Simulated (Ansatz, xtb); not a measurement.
Isomers of H6NSbSi in order of energy

3 gas-phase structures of H6NSbSi, found in a search over its isomers (lower ones may exist). Each was relaxed with GFN2-xTB:

A. `[SiH3][NH][SbH2]`, a singlet
B. `N[SiH2][SbH2]`, a singlet
C. `[NH2][SbH][SiH3]`, a singlet

Make a reasoned guess at their ranking by r2SCAN-D4/def2-SVP//GFN2-xTB single-point energy.

Calculated order at r2SCAN-D4/def2-SVP//GFN2-xTB: B (0.000), A (0.647), C (0.870) eV.

Energies above the lowest of each column, in eV; the last columns are at r2SCAN-D4/def2-SVP geometries:

```json
{"structure": "B", "GFN2-xTB": "0.370", "HF/STO-3G": "0.000", "r2SCAN-D4/def2-SVP//GFN2-xTB": "0.000", "r2SCAN-D4/def2-SVP": "0.000", "CCSD(T)/def2-TZVP": "0.000"}
{"structure": "A", "GFN2-xTB": "0.000", "HF/STO-3G": "0.491", "r2SCAN-D4/def2-SVP//GFN2-xTB": "0.647", "r2SCAN-D4/def2-SVP": "0.591", "CCSD(T)/def2-TZVP": "0.404"}
{"structure": "C", "GFN2-xTB": "0.553", "HF/STO-3G": "0.362", "r2SCAN-D4/def2-SVP//GFN2-xTB": "0.870", "r2SCAN-D4/def2-SVP": "0.769", "CCSD(T)/def2-TZVP": "0.685"}
```

CCSD(T)/def2-TZVP puts B lowest; GFN2-xTB picks A. Flexible structures stand in one conformer each, not always the lowest. Atoms past krypton carry core potentials in the def2 sets, without spin–orbit terms.

Programs: Ansatz 0.2.0, xtb 6.7.1.
